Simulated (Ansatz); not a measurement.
**The vertical ionisation energy down a group: N to As**

Gas-phase molecules, one atom swapped for its congeners: BH3(NH3); BH3(PH3); BH3(AsH3). All are singlets with charge 0.

Shapes, held fixed at every level: PBE0-D4/def2-TZVP. Programs: Ansatz 0.2.0. Values in eV.

| level | BH3(NH3) | BH3(PH3) | BH3(AsH3) |
| --- | --- | --- | --- |
| r2SCAN-D4/def2-TZVPP | 10.35 | 10.89 | 10.80 |
| B3LYP-D4/def2-TZVPP | 10.57 | 11.10 | 11.02 |
| PBE0-D4/def2-TZVPP | 10.46 | 11.02 | 10.94 |
| wB97M-V/def2-TZVPP | 10.64 | 11.18 | 11.09 |
| wB97X-V/def2-TZVPP | 10.62 | 11.16 | 11.09 |
| B2PLYP/def2-TZVPP | 10.58 | 11.13 | 11.09 |

At B2PLYP/def2-TZVPP the vertical ionisation energy isn't monotonic: it is largest for P and smallest for N (11.13 and 10.58 eV). Every level shows the same order. The two largest values are nearly level. Relativity is left out for As. Outer-core shells of As are correlated, in sets that cover them unevenly.
